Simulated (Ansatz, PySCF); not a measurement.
Reaction 2 R1 + R2 → P1 + P2 + P3, each structure at its B3LYP-D3(BJ)/def2-TZVP stationary point, reached from a drawn start (curvature not checked).
P1: CH4 (SMILES C), charge 0, multiplicity 1.
R1: H2 (SMILES [H][H]), charge 0, multiplicity 1.
P2: HCl (SMILES Cl), charge 0, multiplicity 1.
P3, SiH4 (SMILES [SiH4]) (charge 0, multiplicity 1):
```xyz
5

Si     0.0000     0.0000     0.0000
H      0.8547     0.8547     0.8547
H     -0.8547    -0.8547     0.8547
H     -0.8547     0.8547    -0.8547
H      0.8547    -0.8547    -0.8547
```
R2: CH5ClSi (SMILES C[SiH2]Cl), charge 0, multiplicity 1.

P less R. No zero-point or thermal terms.

Cores are frozen in the correlated methods.

Run with Ansatz (Gaussian orbitals); PySCF for M06-2X and the D3/D4 terms. No computed number here is a measurement.

Task: One of these levels gives 13.81 kcal/mol for the reaction energy. Which?
(A) BHLYP-D3(BJ)/def2-TZVPP
(B) SCS-MP2/cc-pV(D+d)Z
(C) r2SCAN/def2-TZVPP
(D) M06-2X/def2-TZVPP

Result: C, r2SCAN/def2-TZVPP. The others give 11.10 (BHLYP-D3(BJ)/def2-TZVPP), 15.34 (M06-2X/def2-TZVPP), 5.90 (SCS-MP2/cc-pV(D+d)Z)

Ansatz is a first-principles code.
